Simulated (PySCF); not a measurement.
## How methods differ on the ionisation energy of Pt+

Pt+ [Xe] 4f14 5d9 (2D) → Pt(2+) [Xe] 4f14 5d8 (3F), as a difference of total energies. Calculation: PySCF 2.14, in aug-cc-pVDZ-PP with ECP60MDF; a scalar-relativistic core potential. Correlated levels: valence: 5s2 5p6 frozen. The calculations carry no spin-orbit coupling.

```json
{"method": "UHF", "ionisation energy (eV)": "16.877"}
{"method": "MP2 (valence)", "ionisation energy (eV)": "18.523"}
{"method": "SCS-MP2 (valence)", "ionisation energy (eV)": "18.414"}
{"method": "CCSD (valence)", "ionisation energy (eV)": "18.341"}
{"method": "CCSD(T) (valence)", "ionisation energy (eV)": "18.429"}
```

Q: How much does correlation contribute at CCSD(T) (valence)?

A: 18.429 − (16.877) = 1.552 eV, measured against UHF.

The reference lies between the lowest fine-structure levels, while these numbers refer to the centres of the terms.

Errors of the correlated levels include the incompleteness of this basis and the frozen core.

For comparison: 18.56 ± 0.12 eV (measured; NIST Atomic Spectra Database, ionization energies).
